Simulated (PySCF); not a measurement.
## Correlation energy of Cl (chlorine, neutral)

[Ne] 3s2 3p5, 2P determinant. Calculation: PySCF 2.14, in jorge-DZP-DKH; scalar relativity by spin-free X2C-1e. Frozen: [Ne]; 7 electrons correlated.

MP2 pair energies summed by pair of shells (mhartree):

| pair | energy | share (%) |
| --- | --- | --- |
| 3p-3p | -75.37 | 64.7 |
| 3s-3p | -33.58 | 28.8 |
| 3s-3s | -7.51 | 6.5 |

Total MP2 correlation energy: -116.46 mhartree.

Same-spin part -29.15 and opposite-spin part -87.31 mhartree; SCS-MP2 scales them by 1/3 and 6/5 to -114.48 mhartree.

| level | correlation energy (mhartree) |
| --- | --- |
| CCSD | -132.98 |
| (T) | -1.42 |
| CCSD(T) | -134.40 |

Diagnostics: T1 = 0.0051, D1 = 0.0174, largest double amplitude 0.049.

Task: Is a single reference adequate?

Result: Yes: T1 lies below 0.03 and no double amplitude reaches 0.07.
